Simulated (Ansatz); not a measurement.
A thermochemical cycle in electronic energies (no zero-point or thermal terms), species as SMILES, kcal/mol. Each molecule is optimised on its own at B3LYP-D3(BJ)/def2-TZVP (Ansatz, a quantum-chemistry and plane-wave program), one conformer each, not searched for the lowest. Valence correlation only, unless marked. Open shells are spin-unrestricted. Spin-orbit coupling is left out. No relativistic terms. CBS marks a two-point X^-3 extrapolation of the correlation energy; Hartree-Fock from the larger set. [CCSD(T)-MP2]/basis is that difference in the basis named. Anions need diffuse functions, of which def2-TZVPD holds fewer than the aug- sets.

| step | RI-MP2/CBS(aug-cc-pV(T+d)Z,aug-cc-pV(Q+d)Z)+[CCSD(T)-MP2]/aug-cc-pV(T+d)Z (Ansatz) | r2SCAN-D4/def2-TZVPD (Ansatz + dftd4) |
|---|---|---|
| bond energy D: N[SiH2]N[SiH3] → N[SiH2]N[SiH2] + H atom | 96.8 | 90.9 |
| deprotonation energy A: N[SiH2]N[SiH3] → N[SiH2]N[SiH2-] + H+ | 380.0 | 379.2 |
| ionisation of the H atom at the same level, IE | 313.7 | 313.7 |

Problem. Find the electron affinity EA, positive where the anion is bound: N[SiH2]N[SiH2] + e- → N[SiH2]N[SiH2-].

Solution. Breaking the bond, ionising the H atom and attaching the electron to the radical add up to the deprotonation, A = D + IE - EA. At RI-MP2/CBS(aug-cc-pV(T+d)Z,aug-cc-pV(Q+d)Z)+[CCSD(T)-MP2]/aug-cc-pV(T+d)Z: EA = D + IE - A = 96.8 + 313.7 - 380.0 = 30.5. At r2SCAN-D4/def2-TZVPD: EA = D + IE - A = 90.9 + 313.7 - 379.2 = 25.4. The functional differs from the first level by -5.9 in D, -5.1 in EA and -0.8 in A; for EA and A the gap mixes functional and basis. The site is the one shown; other sites or isomers of the anion may lie lower.
